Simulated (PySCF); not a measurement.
# C₆ coefficients of unlike pairs at UHF

Calculated with PySCF 2.14 from the dipole response of each species, C₆(A,B) = (3/π) ∫ α_A(iu) α_B(iu) du, in atomic units, from isotropic polarisabilities. For ions this is the dispersion term alone; charge-induced terms of lower order in 1/R come first.

| species | configuration | basis | relativity | α (bohr³) | C₆ (like pair) |
| --- | --- | --- | --- | --- | --- |
| Ne²⁺ | [He] 2s2 2p4 (3P) | dyall-av2z (11s7p2d) | none | 0.8128 | 1.013 |
| P³⁺ | [Ne] 3s2 (1S) | aug-cc-pVTZ-DK (6s5p3d2f) | spin-free X2C | 7.055 | 18.24 |
| O³⁺ | [He] 2s2 2p1 (2P) | aug-cc-pVTZ (5s4p3d2f) | none | 1.414 | 1.323 |
| Rb⁺ | [Kr] (1S) | aug-cc-pwCVTZ-X2C (10s9p7d3f) | spin-free X2C | 9.036 | 53.55 |

Task: Estimate C₆ for O³⁺ with P³⁺.

Result: The integral gives 4.649. The combination rule 2 C_A C_B / (C_A α_B/α_A + C_B α_A/α_B) gives 4.706 and the geometric mean 4.914.

No spin-orbit coupling is included.

The other pairs:

```
     pair     C₆
 Rb⁺, P³⁺  30.02
 Rb⁺, O³⁺  8.375
P³⁺, Ne²⁺  3.393
O³⁺, Ne²⁺  1.090
Rb⁺, Ne²⁺  6.689
```
